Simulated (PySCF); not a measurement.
water (H$_{2}$O), singlet, at a GFN2-xTB geometry; R2SCAN/def2-SVP (PySCF).

Here is a job for PySCF.
```python
from pyscf import gto, scf, dft

mol = gto.Mole()
mol.atom = '''
    O     0.009570    0.002064    0.113389
    H    -0.055794    0.763622   -0.466128
    H    -0.020764   -0.780134   -0.440983
'''
mol.basis = 'def2-svp'
mol.charge = 0
mol.spin = 0
mol.verbose = 4
mol.build()

mf = dft.RKS(mol)
mf.xc = 'r2scan'
mf.grids.prune = dft.gen_grid.sg1_prune
mf.kernel()
```

Write the output that PySCF gives for this input, abridged.


```
PySCF version 2.14.0

[INPUT] verbose = 4
[INPUT] num. atoms = 3
[INPUT] num. electrons = 10
[INPUT] charge = 0
[INPUT] spin (= nelec alpha-beta = 2S) = 0
[INPUT] symmetry False subgroup None
[INPUT] Mole.unit = angstrom
[INPUT] Symbol           X                Y                Z      unit          X                Y                Z       unit  Magmom
[INPUT]  1 O      0.009570000000   0.002064000000   0.113389000000 AA    0.018084679012   0.003900394721   0.214274155538 Bohr   0.0
[INPUT]  2 H     -0.055794000000   0.763622000000  -0.466128000000 AA   -0.105435379394   1.443036442693  -0.880854258991 Bohr   0.0
[INPUT]  3 H     -0.020764000000  -0.780134000000  -0.440983000000 AA   -0.039238273250  -1.474239600461  -0.833337095589 Bohr   0.0

nuclear repulsion = 9.16954179656263
number of shells = 12
number of NR pGTOs = 38
number of NR cGTOs = 24
basis = def2-svp
ecp = {}

******** <class 'pyscf.dft.rks.RKS'> ********
method = RKS
initial guess = minao
damping factor = 0
level_shift factor = 0
DIIS = <class 'pyscf.scf.diis.CDIIS'>
diis_start_cycle = 1
diis_space = 8
diis_damp = 0
SCF conv_tol = 1e-09
SCF conv_tol_grad = None
SCF max_cycles = 50
direct_scf = True
direct_scf_tol = 1e-13
XC library pyscf.dft.libxc version 7.1.2
    S. Lehtola, C. Steigemann, M. J. T. Oliveira, and M. A. L. Marques,  SoftwareX 7, 1–5 (2018)
XC functionals = r2scan
    J. W. Furness, A. D. Kaplan, J. Ning, J. P. Perdew, and J. Sun,  J. Phys. Chem. Lett. 11, 8208–8215 (2020)
    J. W. Furness, A. D. Kaplan, J. Ning, J. P. Perdew, and J. Sun,  J. Phys. Chem. Lett. 11, 9248–9248 (2020)
    J. W. Furness, A. D. Kaplan, J. Ning, J. P. Perdew, and J. Sun,  J. Phys. Chem. Lett. 11, 8208–8215 (2020)
    J. W. Furness, A. D. Kaplan, J. Ning, J. P. Perdew, and J. Sun,  J. Phys. Chem. Lett. 11, 9248–9248 (2020)
radial grids:
    Treutler-Ahlrichs [JCP 102, 346 (1995); DOI:10.1063/1.469408] (M4) radial grids

becke partition: Becke, JCP 88, 2547 (1988); DOI:10.1063/1.454033
pruning grids: <function sg1_prune>
grids dens level: 3
symmetrized grids: False
atomic radii adjust function: <function treutler_atomic_radii_adjust>
small_rho_cutoff = 0
Set gradient conv threshold to 3.16228e-05
Initial guess from minao.
tot grids = 15032
init E= -76.2597568529575
  HOMO = -0.419285118630746  LUMO = 0.0102098543106237  gap/eV = 11.68715
cycle= 1 E= -76.2243655166646  delta_E= 0.0354  |g|= 0.709  |ddm|=  1.4
  HOMO = -0.0769629961553608  LUMO = 0.118822519033544  gap/eV = 5.32760
cycle= 2 E= -76.1102686310673  delta_E= 0.114  |g|= 1.05  |ddm|= 1.11
  HOMO = -0.253994715064567  LUMO = 0.0671947846152792  gap/eV = 8.74001
cycle= 3 E= -76.3168269079876  delta_E= -0.207  |g|= 0.0247  |ddm|= 0.712
  HOMO = -0.247692752501738  LUMO = 0.0705719929475266  gap/eV = 8.66042
cycle= 4 E= -76.3169493007642  delta_E= -0.000122  |g|= 0.00406  |ddm|= 0.0159
  HOMO = -0.248093536438568  LUMO = 0.0698548423838301  gap/eV = 8.65182
cycle= 5 E= -76.3169518948704  delta_E= -2.59e-06  |g|= 0.000746  |ddm|= 0.0023
  HOMO = -0.248264748274995  LUMO = 0.0697369121989024  gap/eV = 8.65327
cycle= 6 E= -76.3169519904907  delta_E= -9.56e-08  |g|= 1.42e-05  |ddm|= 0.000419
  HOMO = -0.248269906728261  LUMO = 0.0697283720285649  gap/eV = 8.65317
cycle= 7 E= -76.3169519905476  delta_E= -5.69e-11  |g|= 2.24e-06  |ddm|= 1.91e-05
  HOMO = -0.24827090253488  LUMO = 0.0697278017918599  gap/eV = 8.65319
Extra cycle  E= -76.3169519905469  delta_E= 7.11e-13  |g|= 3.12e-06  |ddm|= 2.84e-06
converged SCF energy = -76.3169519905469
```
